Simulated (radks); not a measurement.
Dynamic dipole polarisability and lines of the boron ion B+, [He] 2s2. Method: non-relativistic Kohn-Sham, exchange-only LDA, spin-unpolarised, spherical densities, point nucleus; computed with a radial shooting solver on a logarithmic mesh with Libxc functionals. Time-dependent linear response with the Hartree and adiabatic exchange-only LDA kernel, continuum included through the Sternheimer equations. Lines are the poles of the dipole polarisability below minus the highest occupied eigenvalue, found on a grid refined at the orbital gaps; the lowest seven at most are given, and weak or close lines can be missed. The first line takes the name of the lowest orbital gap if no other gap lies below it; otherwise a line is named after a gap within 0.6 % of it, if that gap stands alone.

photon energy (eV),alpha (bohr^3)
0,10.95
0.894,11.06
2.682,12.08
4.469,14.86
6.257,22.99
8.045,96.26
9.832,-29.46
11.620,-10.61
13.408,-5.274
15.195,4.690

Lines (eV, oscillator strength): 8.512 (145.7 nm, 2s-2p), f = 0.996; 15.337 (80.84 nm, 2s-3p), f = 0.0469. Higher lines, where found, are left out when the end of the mesh affects them. Those listed give 94 % of the static polarisability (sum of f/w^2). Orbital energy gaps for comparison: 2s-2p 5.916 eV; 2s-3p 15.360 eV. At laser wavelengths: 1550 nm 11.04, 1064 nm 11.15, 780 nm 11.32, 532 nm 11.78, 355 nm 13.03, 266 nm 15.35, 193 nm 24.50 bohr^3. Measured terms reached by dipole lines (averaged over J; NIST Handbook of Basic Atomic Spectroscopic Data, eV): 2s-2p 9.100; 2s-3p 17.866; those above the model threshold have no computed partner.
